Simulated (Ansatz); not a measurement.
Pulling on the Cd1–I3 bond in CdFI (SMILES [F][Cd][I]) (multiplicity 1 held, fragments rigid). Energies count from the point at 2.584 Å.
Geometry at that point (charge 0, multiplicity 1):
```xyz
3

Cd     0.000     0.000    -1.085
F      0.000     0.000    -3.039
I      0.000     0.000     1.499
```

R- and RO- levels are restricted; in cc, def2 and unpolarised 6-31G sets they are followed outwards from rest. Unrestricted levels (U-) break spin symmetry where that is lower. Active spaces are followed from a long bond inwards. Curves can end on different states.

Frozen-core correlation. Filled d and f shells under p-block atoms count as core.

Programs: Ansatz (a program for electronic structure) with Gaussian orbitals. Each number belongs to the level named beside it. In def2 rows elements past Kr take small-core potentials, without spin–orbit coupling.

Energies in kcal/mol.

```csv
R (Å),U-r2SCAN/def2-TZVPP,U-B3LYP/def2-TZVPP,R-MP2/def2-TZVPP,U-SCS-MP2/def2-TZVPP,"FIC-MRCISD+Q on CASSCF(6,4)/def2-TZVPP"
2.067,58.8,63.7,58.8,62.0,64.0
2.326,8.6,10.6,8.4,9.8,10.7
2.584,0.0,0.0,0.0,0.0,0.0
2.843,7.2,5.7,7.8,6.8,6.0
3.101,19.5,17.1,21.1,19.5,17.8
3.489,38.8,35.3,42.5,44.3,36.8
3.876,54.4,50.6,61.1,60.0,51.7
4.522,66.4,62.6,83.0,67.6,64.4
5.168,70.4,66.6,94.7,69.2,67.9
5.944,72.0,68.1,99.1,69.3,68.5
6.977,72.4,68.4,95.2,69.4,68.2
8.269,72.5,68.4,83.8,69.5,68.3
```

Doubts at one or more of the structures used: a spin-contaminated determinant (U-r2SCAN/def2-TZVPP, U-B3LYP/def2-TZVPP, U-SCS-MP2/def2-TZVPP); a restricted determinant that unrestricted orbitals would lower (R-MP2/def2-TZVPP); active orbitals that take no part (FIC-MRCISD+Q on CASSCF(6,4)/def2-TZVPP).
